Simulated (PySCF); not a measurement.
Ionisation energy of Ca by level of theory

Ca [Ar] 4s2 (1S) → Ca⁺ [Ar] 4s1 (2S), as a difference of total energies. Calculation: PySCF 2.14, in def2-TZVP (6s5p3d, 36 functions); the non-relativistic Hamiltonian (point nucleus). Correlated levels: valence: [Ar] frozen. The calculations carry no spin-orbit coupling.

| method | ionisation energy (eV) |
| --- | --- |
| UHF | 5.119 |
| LDA | 6.216 |
| M06-L | 6.087 |
| MP2 (valence) | 5.623 |
| SCS-MP2 (valence) | 5.724 |
| CCSD (valence) | 5.890 |

Problem. How much does correlation contribute at MP2 (valence)?

Solution. 5.623 − (5.119) = 0.504 eV, measured against UHF.

These non-relativistic numbers lack the scalar-relativistic shift.

Errors of the correlated levels include the incompleteness of this basis and the frozen core.

With two correlated electrons CCSD is exact in that space.

For comparison: 6.113 eV (measured; NIST Atomic Spectra Database, ionization energies).
